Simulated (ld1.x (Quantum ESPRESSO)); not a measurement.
**Ge (Z = 32), TM: configuration errors across variants**

```
Element                 : germanium
Generator               : ld1.x (Quantum ESPRESSO) 7.5
Type                    : norm-conserving Troullier–Martins (Kleinman–Bylander form)
Functional              : PBEsol
Relativity              : scalar-relativistic
Frozen core             : [Ar]
Valence charge          : 14
Reference configuration : 3d10 4s2 4p1.5 (charge +0.5)
Partial waves           : 4p (bound): rc 2.20 bohr; 3d (bound): rc 1.15 bohr; 4s (bound): rc 1.70 bohr
Local potential         : the s channel
Core correction         : none
```

All-electron excitation energies from the reference (eV): (1) 3d10 4s2 4p2 -2.805; (2) 3d10 4s2 4p1 4.648; (3) 3d10 4s2 4p0 20.097; (4) 3d10 4s2 4p2.3 -3.688; (5) 3d10 4s1 4p2 13.378; (6) 3d9 4s2 4p2 35.887; (7) 3d10 4s1 4p0 54.885.

A true bound ghost makes a file unfit for plane-wave use even where its test errors are small: the radial tests pick states by their node count and pass the ghost by.

Errors AE − PS in meV (a dash: test not solved or not reliable):

```csv
change,(1),(2),(3),(4),(5),(6),(7),bound ghosts
base,+0.3,-0.8,-4.7,+0.4,0.0,-722,-1.1,none
"all radii scaled by about 0.87 (s 1.48, p 1.92, d 1.00 bohr)",+0.3,-0.7,-3.9,+0.3,-1.1,-812,+2.5,none
"all radii scaled by about 1.16 (s 1.98, p 2.56, d 1.34 bohr)",+0.2,-1.0,-7.4,+0.2,+0.5,-494,-12,none
"all radii scaled by about 1.25 (s 2.12, p 2.76, d 1.44 bohr)",0.0,-1.2,-8.9,-0.2,-2.4,-341,-23,p
"all radii scaled by about 1.37 (s 2.32, p 3.00, d 1.58 bohr)",-0.7,-2.0,-11,-1.8,-11,-137,-43,p
```

Question: Give the same row for: all radii scaled by about 0.80 (s 1.36, p 1.76, d 0.92 bohr).

Answer: +0.2, -0.8, -3.8, +0.1, -1.1, -824, +5.1; bound ghosts: none.
